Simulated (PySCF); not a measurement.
# How methods differ on the ionisation energy of S⁺

S⁺ [Ne] 3s2 3p3 (4S) → S²⁺ [Ne] 3s2 3p2 (3P), as a difference of total energies. All numbers are calculated (PySCF 2.14, the spin-free X2C one-electron Hamiltonian (Gaussian nucleus), in x2c-QZVPPall with one added diffuse shell each of s, p, d, f type (10s7p5d3f1g, 86 functions)). Correlated levels: valence: [Ne] frozen. The calculations carry no spin-orbit coupling.

| method | ionisation energy (eV) | difference from reference (eV) |
| --- | --- | --- |
| UHF | 22.711 | -0.627 |
| MP2 (valence) | 23.374 | +0.036 |
| SCS-MP2 (valence) | 23.182 | -0.156 |
| CCSD (valence) | 23.296 | -0.042 |
| CCSD(T) (valence) | 23.344 | +0.006 |

Reference: 23.338 eV (measured; NIST Atomic Spectra Database, ionization energies).

The reference lies between the lowest fine-structure levels, while these numbers refer to the centres of the terms.

Errors of the correlated levels include the incompleteness of this basis and the frozen core.
